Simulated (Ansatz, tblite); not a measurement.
Cost and result up the ladder for `c1ccc(-c2ccc(-c3ccc(-c4ccccc4)cc3)cc2)cc1` (42 atoms). Charge 0, multiplicity 1. Geometry: r2SCAN-D4/def2-SVP.

Cartesian coordinates in Å:
```
C -6.7836 -3.7373 -1.5386
C -6.1381 -3.0062 -2.5415
C -4.9386 -2.3463 -2.2699
C -4.3566 -2.4003 -0.9881
C -3.0856 -1.7002 -0.6997
C -2.0711 -1.5996 -1.6708
C -0.8742 -0.9418 -1.3992
C -0.6351 -0.3492 -0.1442
C 0.6347 0.3501 0.1437
C 0.6715 1.4822 0.9805
C 1.8677 2.1419 1.2506
C 3.0858 1.6998 0.7000
C 4.3568 2.4000 0.9882
C 4.3934 3.7997 1.1437
C 5.5927 4.4602 1.4150
C 6.7838 3.7371 1.5386
C 6.7633 2.3465 1.3878
C 5.5645 1.6858 1.1150
C 3.0495 0.5670 -0.1354
C 1.8529 -0.0910 -0.4082
C -1.6505 -0.4486 0.8264
C -2.8461 -1.1093 0.5556
C -5.0192 -3.1397 0.0115
C -6.2178 -3.8007 -0.2609
H -7.7234 -4.2550 -1.7518
H -6.5766 -2.9422 -3.5422
H -4.4572 -1.7547 -3.0545
H -2.2174 -2.0617 -2.6515
H -0.1144 -0.8686 -2.1827
H -0.2586 1.8632 1.4120
H 1.8620 3.0089 1.9176
H 3.4729 4.3785 1.0212
H 5.5986 5.5493 1.5222
H 7.7234 4.2549 1.7518
H 7.6877 1.7699 1.4917
H 5.5561 0.5952 1.0267
H 3.9750 0.2070 -0.5940
H 1.8644 -0.9782 -1.0479
H -1.4914 -0.0161 1.8184
H -3.6201 -1.1532 1.3273
H -4.5715 -3.2198 1.0068
H -6.7096 -4.3773 0.5288
```

Ansatz on 2 threads of AMD EPYC 7R13 on a shared host and a share (18 GiB) of an NVIDIA H100 80GB HBM3; xTB runs through tblite on one thread. Times are rough, summed over both states, and most runs start from the orbitals of an earlier one. PBE0-D4/def2-TZVP serves as the yardstick here, not as an exact answer. The other state is a doublet.

The xTB rows come from tblite. Single mean-field runs in def2-TZVP are fitted with def2-universal-jkfit.

Raw xTB energies of ions are shifted by several eV.

```tsv
level	functions	wall time	vertical IE (eV)	difference from PBE0-D4/def2-TZVP (eV)
GFN2-xTB	114	0.11 s	11.82	4.59
GFN1-xTB	132	0.19 s	12.79	5.55
PBE-D4/def2-TZVP (with forces)	852	25 s	6.97	-0.27
PBE0-D4/def2-TZVP	852	27 s	7.24	0.00
```
